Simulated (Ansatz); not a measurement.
Results of the Gaussian-basis code of Ansatz.

A structure relaxed at PBE0-D4/def2-TZVP, charge 0, multiplicity 1:

```
atom   x (Å)   y (Å)   z (Å)
  N1   0.728  -0.613  -1.984
  C2   1.264   0.311  -1.025
  O3   0.291   0.742  -0.106
  C4  -0.203  -0.295   0.717
 Si5  -1.604   0.390   1.773
  H6   0.313  -0.153  -2.782
  H7   1.405  -1.291  -2.298
  H8   2.085  -0.189  -0.492
  H9   1.646   1.239  -1.464
 H10   0.597  -0.692   1.363
 H11  -0.569  -1.132   0.108
 H12  -2.720   0.863   0.914
 H13  -2.102  -0.698   2.659
 H14  -1.129   1.517   2.617
```

(1) Give its formula and SMILES.

(2) Point group (tolerance 0.08 Å, 0.16 Å for H)?

(3) Summarise the bond lengths by kind.

Answers

(1) C2H9NOSi, `NCOC[SiH3]`.

(2) C1.

(3) 1 × C–N 1.436 Å; 2 × H–N 1.008 to 1.010 Å; 2 × C–O 1.405 to 1.413 Å; 4 × C–H 1.096 to 1.103 Å; 1 × C–Si 1.883 Å; 3 × H–Si 1.486 to 1.489 Å.
